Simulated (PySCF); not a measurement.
O₂W, neutral, multiplicity 3. Atoms are numbered in the order given.

```xyz
3

W      0.0000     0.0000     0.1676
O      0.0000     1.4326    -0.7753
O      0.0000    -1.4326    -0.7753
```
Charge 0, spin multiplicity 3.

Geometry: B3LYP-D3(BJ)/def2-TZVP. The spin state was assumed, not searched. The def2 effective core potentials stand for the cores of W; spin–orbit coupling is left out.

Method: CAM-B3LYP/def2-TZVPD (PySCF).

Mulliken values depend strongly on the basis, most of all with diffuse functions as here. ESP charges are fitted to the potential on shells at 1.4 to 2.0 van der Waals radii. Atomic charges (e):

```json
[
 {"atom": "W1", "ESP fit": "[?]", "Mulliken": "1.09", "Mulliken spin": "2.09"},
 {"atom": "O2", "ESP fit": "[?]", "Mulliken": "-0.54", "Mulliken spin": "-0.04"},
 {"atom": "O3", "ESP fit": "[?]", "Mulliken": "-0.54", "Mulliken spin": "-0.04"}
]
```

Problem. What belongs in the gaps? (Estimate from the structure and the level; the computed values follow.)

Solution. 
- W1, ESP fit: 0.94
- O2, ESP fit: -0.47
- O3, ESP fit: -0.47
